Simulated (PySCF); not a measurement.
**TDDFT excited states: C6H12ClFO**

C6H12ClFO.
Z-matrix (Å and degrees, PBE0-D3(BJ)/def2-SVP geometry), rows numbered from 1:
```
C 
C   1  1.5134
C   2  1.5196  1  113.04
O   2  1.4199  1  106.57  3   121.59
C   4  1.3978  2  117.06  1   158.07
C   5  1.5177  4  109.71  2   129.63
C   5  1.5244  4  108.22  2  -109.58
F   7  1.3537  5  110.16  4  -175.77
Cl  7  1.7855  5  111.36  4    63.44
H   1  1.1009  2  110.30  3   -60.86
H   1  1.0998  2  110.89  3    59.42
H   1  1.0992  2  109.90  3   179.75
H   2  1.1060  1  108.56  3  -121.40
H   3  1.1012  2  111.32  1   179.71
H   3  1.1010  2  110.19  1    59.74
H   3  1.1005  2  110.95  1   -60.52
H   5  1.1065  4  111.59  2     7.85
H   6  1.1006  5  109.99  4    55.22
H   6  1.0988  5  109.46  4   -63.24
H   6  1.0984  5  111.32  4   176.11
H   7  1.1008  5  110.84  4   -54.57
```

The calculation used TDDFT CAM-B3LYP/def2-SVPD, vertical, gas phase, core orbitals frozen in the response in PySCF.

**Question.** What does the calculation give for the low-lying excited states?

**Answer.** 

```json
{"state": "S1", "E (eV)": "7.21", "λ (nm)": "172.0", "f": "0.012", "main configurations (H = HOMO, L = LUMO)": "H→L (52%), H→L+1 (11%)"}
{"state": "S2", "E (eV)": "7.68", "λ (nm)": "161.4", "f": "0.0037", "main configurations (H = HOMO, L = LUMO)": "H→L+1 (52%), H→L (28%)"}
{"state": "S3", "E (eV)": "7.84", "λ (nm)": "158.1", "f": "0.0014", "main configurations (H = HOMO, L = LUMO)": "H-2→L (18%), H-1→L (14%), H-3→L (14%)"}
{"state": "S4", "E (eV)": "7.98", "λ (nm)": "155.4", "f": "0.0032", "main configurations (H = HOMO, L = LUMO)": "H→L+2 (70%)"}
{"state": "S5", "E (eV)": "8.04", "λ (nm)": "154.2", "f": "0.016", "main configurations (H = HOMO, L = LUMO)": "H→L+1 (21%), H-2→L (13%), H-1→L (11%)"}
{"state": "S6", "E (eV)": "8.35", "λ (nm)": "148.4", "f": "0.049", "main configurations (H = HOMO, L = LUMO)": "H→L+4 (41%), H→L+3 (24%), H→L+2 (9%)"}
{"state": "S7", "E (eV)": "8.52", "λ (nm)": "145.5", "f": "0.0015", "main configurations (H = HOMO, L = LUMO)": "H→L+3 (39%), H→L+4 (32%)"}
{"state": "S8", "E (eV)": "8.78", "λ (nm)": "141.3", "f": "0.010", "main configurations (H = HOMO, L = LUMO)": "H→L+8 (22%), H→L+6 (18%), H→L+7 (15%)"}
{"state": "S9", "E (eV)": "8.92", "λ (nm)": "139.0", "f": "0.016", "main configurations (H = HOMO, L = LUMO)": "H-1→L+1 (38%), H-1→L+4 (13%), H-1→L (12%)"}
{"state": "S10", "E (eV)": "9.00", "λ (nm)": "137.7", "f": "0.021", "main configurations (H = HOMO, L = LUMO)": "H-1→L+2 (32%), H-3→L (21%), H→L+5 (13%)"}
```

Triplets (Tamm–Dancoff): T1 6.67 eV, H→L (26%), H-1→L (14%), H→L+1 (9%); T2 7.10 eV, H-2→L (22%), H-3→L (13%), H-2→L+1 (12%); T3 7.53 eV, H→L (55%), H→L+1 (17%); T4 7.69 eV, H→L+1 (52%).

The lowest singlet comes at 172 nm (695 kJ/mol) in the vacuum ultraviolet; it is weak; its leading configuration is HOMO→LUMO (52%). The most intense listed level is S6 at 8.35 eV (148 nm, f = 0.049), 1.15 eV above S1. Löwdin shares by element: HOMO oxygen 47%, carbon 16% or more, chlorine 8% (atoms not listed hold the other 29%); LUMO chlorine 29%, carbon 22% or more, hydrogen 8% or more (atoms not listed hold the other 42%). The listed states span 1.80 eV, and the widest gap between neighbours is 0.48 eV (S1 to S2). Orbital energies (eV): HOMO-3 -10.69, HOMO-2 -10.54, HOMO-1 -10.28, HOMO -9.10, LUMO 1.24, LUMO+1 1.32, LUMO+2 1.68. Weighted by f, the mean energy of these states is 8.39 eV. All these states lie below the vertical ionisation energy of 9.74 eV (ΔSCF). Only the lowest 10 singlets were computed, as vertical energies without vibronic structure.

One conformer stands for the species.
